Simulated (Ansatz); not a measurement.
One change: `BCBO` becomes `OBCS[SiH3]`.

Ansatz, PBE0-D4/def2-TZVP geometries, multiplicity 1. Each molecule was computed in one conformer, which needn't be the lowest.

| property | `BCBO` |
| --- | --- |
| LUMO energy (PBE0/def2-TZVPP) / eV | -1.53 |
| LUMO energy (B3LYP/def2-TZVPP) / eV | -1.76 |
| LUMO energy (ωB97M-V/def2-TZVPP) / eV | 0.41 |
| size of the dipole moment (B3LYP/def2-TZVPP) / D | 1.77 |
| HOMO–LUMO gap (ωB97M-V/def2-TZVPP) / eV | 11.41 |
| HOMO energy (B3LYP/def2-TZVPP) / eV | -8.49 |

Q: What does the change do to each property? (Best estimate.)

A: Ansatz gave: 
| property | `OBCS[SiH3]` | shift |
| --- | --- | --- |
| LUMO energy (PBE0/def2-TZVPP) / eV | -0.53 | 1.00 |
| LUMO energy (B3LYP/def2-TZVPP) / eV | -0.75 | 1.01 |
| LUMO energy (ωB97M-V/def2-TZVPP) / eV | 1.38 | 0.97 |
| size of the dipole moment (B3LYP/def2-TZVPP) / D | 1.85 | 0.08 |
| HOMO–LUMO gap (ωB97M-V/def2-TZVPP) / eV | 10.46 | -0.95 |
| HOMO energy (B3LYP/def2-TZVPP) / eV | -6.65 | 1.84 |

With PBE0 the HOMO rises by 1.80 eV and the LUMO rises by 1.00 eV, so the gap narrows by about 0.80 eV. PBE moves the HOMO by 1.64 eV and ωB97M-V by 1.92 eV. The zero-point energy changes by 17.7 kJ/mol with +6 modes. Dipoles are sizes alone; their direction can turn.

B3LYP here is the variant with VWN-RPA as its local correlation; programs differ in this.
